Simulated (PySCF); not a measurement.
Precursor series Y OH-NH2. Gas-phase values, no solvent. One relaxed conformer stands for each flexible species; it need not be the lowest.

Quantity: redistribution energy (mixed species minus the weighted end members), in kcal/mol.

Case: 2 of 3 OH replaced by NH2: [Y(OH)(NH2)2]. The other species in the difference include [Y(OH)3] (neutral, multiplicity 1). Geometry of [Y(OH)(NH2)2] (neutral, multiplicity 1, Å):

```xyz
9

Y      0.1838    -0.0064     0.1114
O      0.1395    -1.7954     1.0776
H      0.0967    -2.6421     1.5387
N     -1.6147     1.1688    -0.1690
H     -1.6848     2.0781    -0.6450
H     -2.5732     0.9563     0.1352
N      2.0436     0.7683    -0.6829
H      2.1820     1.6517    -1.1912
H      2.9760     0.3378    -0.6419
```

Problem. Give the redistribution energy (mixed species minus the weighted end members) at the level TPSSh-D3(BJ)/def2-TZVP // TPSS-D3(BJ)/def2-SVP (PySCF).

Solution. -0.35 kcal/mol.
